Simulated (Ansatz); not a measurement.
Ansatz (a first-principles code) job for CaF, SMILES [F][Ca], multiplicity 2, PBE0-D3(BJ)/def2-TZVPD. 

Ansatz 0.2 input:
```yaml
crystal:
  periodic: [false, false, false]
  atoms:
    - {symbol: Ca, position_ang: [0.00000000, 0.00000000, -0.57536387]}
    - {symbol: F, position_ang: [0.00000000, 0.00000000, 1.27858638]}
basis:
  gaussian:
    orbitals: def2-TZVPD
hamiltonian:
  xc: pbe0
  dispersion: d3bj
magnetization: {spin_polarized: true, initial_magnetization: 1}
relax: {f_tol: 0.002, max_steps: 200}
```

It prints:

```
WARN ansatz: RAYON_NUM_THREADS=1 ignored (pool sized by the plan → 1); use --threads N
Functional definition: PBE0
integrals: 0.02 GiB planned
596 factors; their error is unknown
mean field: 0.24 GiB planned
mean field evaluation 1: about -21146.3353 eV, gradient 3.4e1 eV
mean field evaluation 2: about -21122.5856 eV, gradient 9.3e1 eV
mean field evaluation 4: about -21150.1043 eV, gradient 1.6e0 eV
mean field evaluation 8: about -21150.1698 eV, gradient 2.7e-2 eV
mean field -21150.16980266 eV, -777.2544041478 hartree, gradient 5.7e-5 eV, S^2 0.750165; 0 other end points of the search recorded, 0 dependent functions left out
the calculation of the forces begins
reference -21150.16983278 eV, -777.2544052547 hartree; 15, 14 occupied and 61, 62 virtual orbitals, 596 factors
relax step   1: F+E_penalty+E_count = -21150.18466690 eV  Δ(F+E_penalty+E_count) = +0.000e0 eV  max|allowed force component| = 2.086e0 eV/Å  Δτ_max = 0.0000 Å  (28 SCF iters, accepted)
these checks for a lower state are left out or cut short: starts, cluster_reference, orbital_swaps, neighbouring_geometries, increment
integrals: 0.02 GiB planned
596 factors; their error is unknown
mean field: 0.24 GiB planned
mean field evaluation 16: about -21150.1847 eV, gradient 1.5e0 eV
mean field -21150.25127550 eV, -777.2573982196 hartree, gradient 1.8e-5 eV, S^2 0.750161; 0 other end points of the search recorded, 0 dependent functions left out
the calculation of the forces begins
reference -21150.25130605 eV, -777.2573993420 hartree; 15, 14 occupied and 61, 62 virtual orbitals, 596 factors
relax step   2: F+E_penalty+E_count = -21150.26612449 eV  Δ(F+E_penalty+E_count) = -8.146e-2 eV  max|allowed force component| = 7.694e-1 eV/Å  Δτ_max = 0.0291 Å  (33 SCF iters, accepted)
these checks for a lower state are left out or cut short: starts, cluster_reference, orbital_swaps, neighbouring_geometries, increment
integrals: 0.02 GiB planned
596 factors; their error is unknown
mean field: 0.24 GiB planned
mean field -21150.26699191 eV, -777.2579757870 hartree, gradient 2.0e-5 eV, S^2 0.750158; 0 other end points of the search recorded, 0 dependent functions left out
the calculation of the forces begins
reference -21150.26702250 eV, -777.2579769111 hartree; 15, 14 occupied and 61, 62 virtual orbitals, 596 factors
relax step   3: F+E_penalty+E_count = -21150.28182954 eV  Δ(F+E_penalty+E_count) = -1.571e-2 eV  max|allowed force component| = 7.192e-2 eV/Å  Δτ_max = 0.0191 Å  (31 SCF iters, accepted)
these checks for a lower state are left out or cut short: starts, cluster_reference, orbital_swaps, neighbouring_geometries, increment
integrals: 0.02 GiB planned
596 factors; their error is unknown
mean field: 0.24 GiB planned
mean field evaluation 32: about -21150.2132 eV, gradient 1.3e-1 eV
mean field -21150.26714926 eV, -777.2579815692 hartree, gradient 2.2e-5 eV, S^2 0.750158; 0 other end points of the search recorded, 0 dependent functions left out
the calculation of the forces begins
reference -21150.26717984 eV, -777.2579826932 hartree; 15, 14 occupied and 61, 62 virtual orbitals, 596 factors
relax step   4: F+E_penalty+E_count = -21150.28198549 eV  Δ(F+E_penalty+E_count) = -1.560e-4 eV  max|allowed force component| = 1.304e-3 eV/Å  Δτ_max = 0.0022 Å  (27 SCF iters, accepted)
integrals: 0.02 GiB planned
596 factors; their error is unknown
mean field: 0.24 GiB planned
mean field -21150.26714926 eV, -777.2579815692 hartree, gradient 2.3e-5 eV, S^2 0.750158; 1 other end points of the search recorded, 0 dependent functions left out
the calculation of the forces begins
reference -21150.26717984 eV, -777.2579826932 hartree; 15, 14 occupied and 61, 62 virtual orbitals, 596 factors
Total energy: -21150.28201608 eV, -777.2585279148 hartree
Atom 0 at    -0.000000     0.000000    -0.625802 Å, force     0.000000    -0.000000     0.001304 eV/Å
Atom 1 at     0.000000    -0.000000     1.329025 Å, force     0.000000     0.000000    -0.001304 eV/Å
Dipole moment:    -0.000000    -0.000000    -0.599467 e Å
```

The run converged.
